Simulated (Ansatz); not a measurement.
Ideal-gas functions of BrFSi (`F[Si]Br`) at 600 K and 1 bar, from an Ansatz frequency run at PBE0-D4/def2-TZVP.

Molar mass 126.99 g/mol, point group Cs (symmetry number 1), electronic degeneracy 1, moments of inertia 22.824, 185.379, 208.202 u Å². Harmonic wavenumbers (cm⁻¹, unscaled): 219, 421, 858.

Use S(trans) = R[1.5 ln M + 2.5 ln T − 1.1517]; rotational temperatures θ = 24.2544 K / I; S(rot) = R[ln(√π/σ · √(T³/θAθBθC)) + 1.5]; for each mode x = 1.438777 ν̃/T, S = R[x/(eˣ − 1) − ln(1 − e⁻ˣ)] and H = RT x/(eˣ − 1); 1 cm⁻¹ = 0.0119627 kJ/mol; R = 8.31446 J/(mol·K).

Problem. By hand: the entropy, in J/(mol·K).

Solution. Translation 183.8. Rotation: θ = 1.0627, 0.1308, 0.1165 K, giving 114.2. Vibration, mode by mode: 13.76, 8.58, 3.64, in all 26.0. Electronic 0.0. Sum 324.0 J/(mol·K).

Problem. By hand: H − E and G − E in kJ/mol, counted from the electronic energy.

Solution. Zero-point energy ½ × 1498 × 0.0119627 = 9.0; thermal vibration 8.2; translation, rotation and pV give 4 RT = 20.0. H − E = 37.2 kJ/mol, and G − E = 37.2 − 600 × 324.0/1000 = -157.2 kJ/mol.

Vibration gives 8 % of the entropy.
